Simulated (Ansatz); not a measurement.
SiH2O2F2, closed shell: at the end structure of a reaction step.

Input (in.yaml):

```yaml
crystal:
  periodic: [false, false, false]
  atoms:
    - {symbol: Si, position_ang: [-0.634768, 0.011322, 0.503700]}
    - {symbol: O, position_ang: [0.918844, -0.246489, -0.523853]}
    - {symbol: O, position_ang: [-1.638230, -0.798969, -0.288960]}
    - {symbol: H, position_ang: [0.560009, -0.723869, -1.290921]}
    - {symbol: F, position_ang: [-0.547516, 1.597543, 0.504750]}
    - {symbol: F, position_ang: [-0.046272, -0.385464, 1.913429]}
    - {symbol: H, position_ang: [1.387932, 0.545924, -0.818045]}
basis:
  gaussian: {orbitals: def2-TZVPP}
hamiltonian: {xc: lda}
```

Run by:

```bash
ansatz run in.yaml --threads 4 --pin off --events-out ev --progress --plain --max-ram 9574MiB
```

The run's output (Ansatz 0.2.0):

```
Functional definition: SPW92
  name "SPW92"
  cite "Dirac, Proc. Camb. Phil. Soc. 26, 376 (1930) doi:10.1017/S0305004100016108"
  cite "Slater, Phys. Rev. 81, 385 (1951) doi:10.1103/PhysRev.81.385"
  cite "Perdew & Wang, Phys. Rev. B 45, 13244 (1992) doi:10.1103/PhysRevB.45.13244"
  exchange = slater_x
  correlation = pw_c
1020 factors; their error is unknown
mean field evaluation 1: about -17338.6269 eV, gradient 9.4e1 eV
mean field evaluation 2: about -17212.3358 eV, gradient 2.1e2 eV
mean field evaluation 4: about -17352.0263 eV, gradient 1.3e1 eV
mean field evaluation 8: about -17352.4001 eV, gradient 1.3e-1 eV
mean field evaluation 16: about -17352.3871 eV, gradient 5.7e-4 eV
mean field -17352.38710046 eV, -637.6884640716 hartree, gradient 4.9e-5 eV, S^2 0.000000; 0 other end points of the search recorded, 0 dependent functions left out
reference -17352.38713273 eV, -637.6884652572 hartree; 25, 25 occupied and 169, 169 virtual orbitals, 1020 factors
Total energy: -17352.38713273 eV, -637.6884652572 hartree
```

Hardware: 4 CPU threads of an Arm Neoverse V2, shared host. Wall time about 0.65 s.
